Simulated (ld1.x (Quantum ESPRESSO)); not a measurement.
An all-electron radial function and its pseudo partner (scandium (Sc))

Columns: radius, all-electron u(r) and pseudo u(r) of the 3s shell (level -62.04 eV) of scandium in the configuration [Ne] 3s2 3p6 3d1 4s1 4p0; PBE, scalar-relativistic, TM scheme, ld1.x (Quantum ESPRESSO) 7.5.

```csv
r (bohr),all-electron,pseudo
0.105,-0.0653,0.1087
0.210,-0.5433,0.2223
0.315,-0.4189,0.3451
0.420,-0.0164,0.4808
0.525,0.4052,0.6286
0.630,0.7347,0.7803
0.735,0.9470,0.9175
0.840,1.0522,1.0157
0.945,1.0747,1.0557
1.050,1.0399,1.0349
1.155,0.9696,0.9692
1.260,0.8802,0.8802
1.365,0.7833,0.7833
1.470,0.6865,0.6865
1.575,0.5946,0.5946
1.680,0.5101,0.5101
1.785,0.4343,0.4343
1.890,0.3675,0.3675
1.995,0.3093,0.3093
2.100,0.2593,0.2593
2.205,0.2165,0.2165
2.310,0.1803,0.1803
2.415,0.1496,0.1496
2.520,0.1240,0.1240
2.625,0.1025,0.1025
2.730,0.0846,0.0846
```

(1) How many radial nodes do the two functions have?

(2) At about which radius was the pseudo-wave matched?

(3) Where does each function peak?

(4) Is the pseudo-wave norm-conserving?

Answers

(1) The all-electron 3s function has n − l − 1 = 2 (the table is too coarse to show those close to the nucleus); the pseudo-wave has 0, since the states of the same l below it are removed with the core.

(2) 1.30 bohr. The columns agree to 0.0005 from 1.16 bohr on; several derivatives are matched, so the curves merge somewhat inside the radius.

(3) Outermost all-electron maximum near 0.94 bohr, pseudo maximum near 0.94 bohr (to the table’s step).

(4) Yes: the TM scheme keeps the norm inside the radius equal to the all-electron one, which fixes the energy derivative of the logarithmic derivative at the level.
